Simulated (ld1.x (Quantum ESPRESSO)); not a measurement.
**Sn: variants of one TM potential**

Base potential:

ld1.x (Quantum ESPRESSO) 7.5 input, shortened:

```
&input
   title='Sn', zed=50., rel=2, dft='PBE', iswitch=3,
   config='[Kr] 4d10 5s1 5p3', rel_dist='average'
 /
 &inputp
   pseudotype=2, tm=.true., lloc=-1, rcloc=2.35,
   nlcc=.false.
 /
2
5S  1  0   1.00   0.00  1.80  1.80  0.0
5P  2  1   3.00   0.00  2.75  2.75  0.0
 &test
   configts(1)='5s1 5p3'
 /
```

Open shells are filled in proportion to 2j + 1 (rel_dist='average').

Cutoffs, loose and tight: the cutoffs (Ry, on a coarse ladder) from which the occupation-weighted sum of valence levels, in a spherical-Bessel basis at the reference potential, stays within 10 and 1 mRy of its value at 400 Ry. They do not see the model core or the augmentation charge, which bear on the density cutoff. Test errors are all-electron minus pseudo excitation energies from the reference, over the configurations 5s2 5p2; 5s2 5p1; 5s2 5p0; 5s2 5p1.5; 5s0 5p4; 5s2 5p2.3; 5s1 5p2. A dash means not determined; rows that change the core or the reference have their own tests.

A true bound ghost makes a file unfit for plane-wave use even where its test errors are small: the radial tests pick states by their node count and pass the ghost by.

```csv
change,outcome,"cutoff, loose","cutoff, tight",bound ghosts,largest test error (meV)
base,generated,12 Ry,30 Ry,none,+41
local potential all-electron potential smoothed inside 2.90 bohr (lloc = -1),generated,15 Ry,30 Ry,none,+35
core correction a·sin(br)/r model core inside 1.30 bohr,generated,12 Ry,30 Ry,none,-28
reference 5s2 5p2,generated,21 Ry,45 Ry,none,+161
"core [Kr], valence charge 14; reference 4d10 5s1.5 5p2.5; waves now 5p (bound): rc 2.15 bohr; 4d (bound): rc 1.05 bohr; 5s (bound): rc 2.15 bohr; local potential the s channel",generated,100 Ry,140 Ry,none,-320
local potential all-electron potential smoothed inside 1.65 bohr (lloc = -1),generated,18 Ry,30 Ry,"s, d",+34
wave 5p (bound): rc 2.75 bohr becomes 5p (bound): rc 2.64 bohr,generated,15 Ry,30 Ry,none,+43
"all radii scaled by about 1.31 (s 2.36, p 3.60 bohr); local potential all-electron potential smoothed inside 3.08 bohr (lloc = -1)",generated,10 Ry,25 Ry,none,+22
scalar-relativistic,generated,12 Ry,30 Ry,none,+36
```

(1) What comes out with this change to the base: wave 5s (bound): rc 1.80 bohr becomes 5s (bound): rc 2.50 bohr?

Answers

(1) outcome: generated; cutoff, loose: 10 Ry; cutoff, tight: 25 Ry; bound ghosts: none; largest test error (meV): +60.
